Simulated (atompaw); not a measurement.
Reading a pseudo-wave (As)

Columns: radius, all-electron u(r) and pseudo u(r) of the 4p shell (level -5.20 eV) of arsenic in the configuration [Ar] 3d10 4s2 4p3; PBE, scalar-relativistic, PAW (atompaw) scheme, atompaw 4.2.0.5.

| r (bohr) | all-electron | pseudo |
| --- | --- | --- |
| 0.085 | 0.1618 | 0.0045 |
| 0.169 | 0.0988 | 0.0175 |
| 0.254 | -0.0810 | 0.0391 |
| 0.338 | -0.2195 | 0.0679 |
| 0.423 | -0.2782 | 0.1037 |
| 0.508 | -0.2653 | 0.1452 |
| 0.592 | -0.2053 | 0.1904 |
| 0.677 | -0.1178 | 0.2390 |
| 0.762 | -0.0186 | 0.2892 |
| 0.846 | 0.0811 | 0.3390 |
| 0.931 | 0.1776 | 0.3883 |
| 1.015 | 0.2654 | 0.4349 |
| 1.100 | 0.3448 | 0.4788 |
| 1.185 | 0.4142 | 0.5188 |
| 1.269 | 0.4730 | 0.5538 |
| 1.354 | 0.5232 | 0.5844 |
| 1.438 | 0.5641 | 0.6098 |
| 1.523 | 0.5975 | 0.6305 |
| 1.608 | 0.6235 | 0.6465 |
| 1.692 | 0.6427 | 0.6580 |
| 1.777 | 0.6563 | 0.6657 |
| 1.862 | 0.6647 | 0.6698 |
| 1.946 | 0.6685 | 0.6708 |
| 2.031 | 0.6683 | 0.6691 |
| 2.115 | 0.6648 | 0.6650 |
| 2.200 | 0.6584 | 0.6584 |

**Question.** How many radial nodes do the two functions have?

**Answer.** The all-electron 4p function has n − l − 1 = 2; the pseudo-wave has 0, since the states of the same l below it are removed with the core.

**Question.** Is the pseudo-wave norm-conserving?

**Answer.** No, it belongs to a PAW set: the norm inside the radius is not constrained, and the difference is carried by the augmentation charge.
